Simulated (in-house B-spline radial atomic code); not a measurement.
## Ionising Fe⁺ with different functionals

Computed with a B-spline radial code for spherical atoms: scalar-relativistic (spin-free X2C) Hamiltonian, Fermi nucleus of rms radius 3.7377 fm, spin-polarised at highest spin, spherical fractional occupations for the functionals, the average over the highest-spin determinants for Hartree-Fock. The ionisation energy is the difference of two self-consistent energies, [Ar] 3d6 4s1 → [Ar] 3d6, without Breit or QED terms; ε is the level of the shell that loses the electron (its least bound occupied spin orbital).

Hybrids are left out here: with spherical fractional occupations of an open shell their exact exchange keeps a self-interaction that integer-occupation calculations don't have.

| method | rung | ΔSCF (eV) | -ε(4s) (eV) |
| --- | --- | --- | --- |
| Hartree-Fock | Hartree-Fock | 15.29 | 15.41 |
| LDA VWN5 | LDA | 17.09 | 13.30 |
| LDA PW92 | LDA | 17.09 | 13.29 |
| LDA exchange-only | LDA | 16.39 | 12.63 |
| PBE | GGA | 16.86 | 13.07 |
| PBEsol | GGA | 16.82 | 13.10 |
| BLYP | GGA | 16.82 | 12.93 |
| RPBE | GGA | 16.72 | 12.97 |
| PW91 | GGA | 16.94 | 13.15 |
| BP86 | GGA | 16.95 | 13.23 |
| AM05 | GGA | 16.78 | 13.07 |
| OLYP | GGA | 16.39 | 12.66 |
| TPSS | meta-GGA | 16.61 | 13.02 |
| SCAN | meta-GGA | 16.89 | 13.44 |
| r2SCAN | meta-GGA | ? | ? |
| revTPSS | meta-GGA | ? | ? |

What does revTPSS give?

ΔSCF 16.56 eV, and -ε(4s) = 13.02 eV.

What does r2SCAN give?

ΔSCF 16.70 eV, and -ε(4s) = 13.39 eV.

How do they compare with the NIST value?

NIST lists 16.199 eV (measured, ground level to ground level). Errors run from -0.91 to +0.89 eV; OLYP is closest (+0.19 eV), but part of that can be cancellation, since the calculations leave out spin-orbit coupling, Breit-QED terms, multiplet and fine-structure energies. Hartree-Fock also lacks correlation.
